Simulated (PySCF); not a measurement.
# Do core-level shifts follow atomic charges?

C5H5NO.
Structure used (GFN2-xTB), in Å, numbered top down from 1:
```xyz
12
C5H5NO angstrom
C      2.3723    0.0929    0.1806
N      1.3294    0.7098    0.5147
C      0.0683    0.2098    0.2847
C     -1.0867    1.0117    0.0417
C     -2.1258    0.1446   -0.0529
O     -1.7152   -1.1220    0.1344
C     -0.3870   -1.0861    0.3232
H      3.3243    0.5343    0.4369
H      2.3905   -0.8560   -0.3625
H     -1.1062    2.0759   -0.0623
H     -3.1708    0.2972   -0.2365
H      0.1081   -2.0128    0.5368
```

Binding energies: PySCF 2.14.0, delta-SCF UKS SCAN, pcX-2 on the ionised atom, pcseg-1 elsewhere, spin-free X2C. Charges: PBE0/pcSseg-1 ground-state density, for the ionised atom.

| atom | environment | C 1s (eV) | Mulliken (e) | IAO (e) | Hirshfeld (e) | ESP (e) |
| --- | --- | --- | --- | --- | --- | --- |
| C4 | aromatic CH carbon | 290.32 | -0.143 | -0.225 | -0.092 | -0.508 |
| C3 | aromatic carbon bearing nitrogen | 291.30 | 0.000 | +0.037 | +0.003 | +0.521 |
| C1 | imine carbon | 291.35 | +0.013 | -0.117 | +0.007 | +0.165 |
| C7 | aromatic CH next to a ring oxygen | 291.37 | +0.194 | -0.033 | -0.006 | -0.228 |
| C5 | aromatic CH next to a ring oxygen | 291.60 | +0.179 | +0.005 | +0.007 | +0.026 |

How well does each charge scheme correlate with the binding energies over these sites?

Hirshfeld: r = 0.98, slope 11.4 eV per e; Mulliken: r = 0.84, slope 3.0 eV per e; IAO: r = 0.84, slope 3.9 eV per e; ESP: r = 0.64, slope 0.8 eV per e. Hirshfeld charges have the highest r, on only 5 points.

The point-charge model writes a binding energy as kq + V + constant, with V the potential of the other atoms' charges at the site. What does it give with the Mulliken charges?

V = Σ 14.40 eV Å × q/r over all other atoms: +1.63 eV at C4, -1.92 eV at C3, -0.97 eV at C1, -2.61 eV at C7, -2.50 eV at C5. Fitting binding energy − V to q gives k = 14.3 eV per e and leaves an rms residual of 0.86 eV, against 0.24 eV for the fit on q alone. The model has no term for differences in relaxation between sites.

Spin contamination (⟨S²⟩ against 0.75 for a pure doublet) is marked for C 1s of C1 (0.87), which makes this value less certain. The structure is a single GFN2-xTB conformer in the gas phase; no vibrational or solvent corrections.
